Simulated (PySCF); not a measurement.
Job file and geometry (Å, from GFN2-xTB) of an NMR shielding run on `InChI=1S/C4H9.Al.ClH.H/c1-4(2)3;;;/h1-3H3;;1H;/q;+1;;/p-1`, PySCF, GIAO PBE0/pcSseg-1 NMR shielding, non-relativistic, gas phase; density fitting, a coarse starting grid and PySCF grid level 2 are the driver's defaults:

```
$ OMP_NUM_THREADS=1 python probes_run.py task.json out

{"job": {"kind": "nmr", "xc": "PBE0", "basis": "pcSseg-1"}, "charge": 0, "multiplicity": 1}
C     -0.653625    -1.111748    -0.874943
C     -0.028800     0.007882    -0.027357
C     -0.068354     1.304003    -0.852676
C     -0.838939     0.191868     1.261133
Al     1.849485    -0.453683     0.599740
Cl     3.461623    -0.833720    -0.564252
H     -0.717872    -2.039004    -0.305056
H     -1.659191    -0.836992    -1.198609
H     -0.050676    -1.300036    -1.764495
H      0.557747     1.210374    -1.741322
H     -1.086671     1.526450    -1.176921
H      0.296626     2.147313    -0.265884
H     -1.877528     0.445546     1.046007
H     -0.407795     0.987672     1.870338
H     -0.822316    -0.723875     1.854049
H      2.038687    -0.513106     2.128838
```

Question: What does the program print?

Answer: 
```
coarse grid: 13792 points
cycle   1  E = -860.5220188362  dE =  3.117e-01  |g| = 4.728e-01  |ddm| = 3.371e+00
cycle   2  E = -860.4988892879  dE =  2.313e-02  |g| = 5.735e-01  |ddm| = 1.023e+00
cycle   3  E = -860.5848936305  dE = -8.600e-02  |g| = 5.880e-02  |ddm| = 5.940e-01
cycle   4  E = -860.5855937895  dE = -7.002e-04  |g| = 2.772e-02  |ddm| = 8.421e-02
cycle   5  E = -860.5857700483  dE = -1.763e-04  |g| = 4.176e-03  |ddm| = 2.760e-02
cycle   6  E = -860.5857742265  dE = -4.178e-06  |g| = 1.171e-03  |ddm| = 6.255e-03
final grid: 122192 points
cycle   7  E = -860.6210556539  dE = -3.848e-05  |g| = 8.790e-03  |ddm| = 3.048e-02
cycle   8  E = -860.6210452709  dE =  1.038e-05  |g| = 1.065e-02  |ddm| = 1.705e-02
cycle   9  E = -860.6210748808  dE = -2.961e-05  |g| = 1.010e-03  |ddm| = 1.010e-02
cycle  10  E = -860.6210750932  dE = -2.123e-07  |g| = 2.663e-04  |ddm| = 1.111e-03
cycle  11  E = -860.6210751098  dE = -1.661e-08  |g| = 3.700e-05  |ddm| = 2.309e-04
cycle  12  E = -860.6210751101  dE = -2.947e-10  |g| = 9.807e-06  |ddm| = 6.309e-05
converged SCF energy = -860.6210751101

GIAO shielding tensors (ppm)
atom      isotropic    diamagn.    paramagn.     s11        s22        s33       span
  0 C      158.009     247.122     -89.112    141.938    146.382    185.708     43.770
  1 C      158.993     246.236     -87.243    151.933    158.830    166.215     14.282
  2 C      158.007     247.116     -89.109    141.900    146.424    185.697     43.797
  3 C      154.594     248.118     -93.525    140.492    142.993    180.297     39.805
  4 Al     323.878     796.454    -472.576    266.078    337.622    367.934    101.856
  5 Cl     890.433    1149.641    -259.208    698.810    977.191    995.297    296.486
  6 H       30.645      30.838      -0.193     26.827     28.054     37.054     10.227
  7 H       30.969      30.763       0.207     27.791     28.520     36.597      8.805
  8 H       30.294      30.802      -0.508     25.627     29.006     36.251     10.624
  9 H       30.292      30.797      -0.505     25.620     29.007     36.249     10.628
 10 H       30.968      30.758       0.210     27.791     28.517     36.595      8.804
 11 H       30.643      30.835      -0.191     26.821     28.056     37.053     10.232
 12 H       30.767      30.907      -0.140     27.751     28.505     36.044      8.293
 13 H       30.420      31.197      -0.777     26.544     27.895     36.819     10.276
 14 H       30.420      31.196      -0.776     26.544     27.896     36.819     10.275
 15 H       26.728      29.318      -2.590     22.605     25.392     32.188      9.583
```

Size and cost of the density-fitted run: 166 basis functions, 50 s wall time on 1 thread of an Arm Neoverse N1, shared host; peak memory 0.75 GiB.
